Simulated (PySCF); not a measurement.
# Shapes and spin states of PdF2

Method: PBE0 in PySCF with Pd def2-TZVP with ECP28, F def2-TZVP; scalar-relativistic core potentials, no spin–orbit coupling; density-fitted integrals.

Relaxations began from a few typed shapes and spin states; open shells are unrestricted. The search is not exhaustive: other isomers or separated fragments can lie lower, and high-lying points may rest on an excited occupation.

(1) Which is the lowest minimum found?
A. singlet (closed shell, unstable to spin polarisation) C2v: Pd–F 1.850 Å (×2); F–Pd–F 101.9°
B. triplet D∞h: Pd–F 1.867 Å (×2); F–Pd–F 180.0°
C. singlet (closed shell, unstable to spin polarisation) D∞h: Pd–F 1.877 Å (×2); F–Pd–F 180.0°

Results:

(1) B. The others lie at 32.8 (singlet D∞h), 67.1 (singlet C2v) kJ/mol above it.

Formally Pd is in oxidation state +2, d8, with 2 unpaired electrons (the high-spin count). The Mulliken spin on Pd is 1.56. The polar-tensor charge on Pd, 1.29, is below the formal one.

For the lowest minimum: the spin densities have lower symmetry than the nuclear frame. Open d and f shells are described by one determinant, and the ground state may have another occupation or spin.
